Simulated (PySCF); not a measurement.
SnF4, SMILES [F][Sn]([F])([F])[F].

The structure is a stationary point at PBE0-D3(BJ)/def2-SVP. The isomer is the one that the SMILES or the coordinates give; other isomers of the formula were not compared. The def2 effective core potentials stand for the cores of Sn; spin–orbit coupling is left out.

These are PBE/def2-TZVP (PySCF) values and carry that method's errors.

The molecule is in vacuum.

```json
{
 "total_energy": "-613.60097 hartree",
 "point_group": "Td",
 "highest_occupied_level": "-10.22 eV",
 "lowest_empty_level": "-4.91 eV",
 "orbital_gap": "5.31 eV",
 "dipole_moment": "0.00 D",
 "quadrupole, principal values (traceless, Buckingham form, about the centre of nuclear charge)": "0.00, 0.00, 0.00 D·Å",
 "mean_static_polarisability": "33.1 bohr³ (4.91 Å³)",
 "polarisability_principal_values": "33.1, 33.1, 33.1 bohr³"
}
```
